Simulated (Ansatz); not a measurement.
The same ligand exchange along the group B, Al, In.

Computed with Ansatz on PBE0-D4/def2-TZVP structures; ΔE is electronic, products minus reactants. CBS: MP2 limit from def2 TZ/QZ plus the TZ coupled-cluster correction, frozen cores. This one scheme is used for every species. DFT in def2-TZVPP. Elements past krypton have def2 core potentials. For Br, In outer-core shells are correlated without core-valence functions, which leaves a few kJ/mol of doubt a bond. Scalar relativity is left out up to krypton. One conformer a species, not always the lowest.

| reaction | ωB97M-V (eV) | CCSD(T)/CBS(def2) (eV) |
| --- | --- | --- |
| `NB(F)F` + HBr → `NB(F)Br` + H–F | 0.72 | 0.64 |
| `[NH2][Al]([F])[F]` + HBr → `[NH2][Al]([F])[Br]` + H–F | 0.22 | 0.19 |
| `[NH2][In]([F])[F]` + HBr → `[NH2][In]([F])[Br]` + H–F | -0.81 | -0.88 |

Largest T1 diagnostic: 0.016, for `[NH2][In]([F])[F]`.
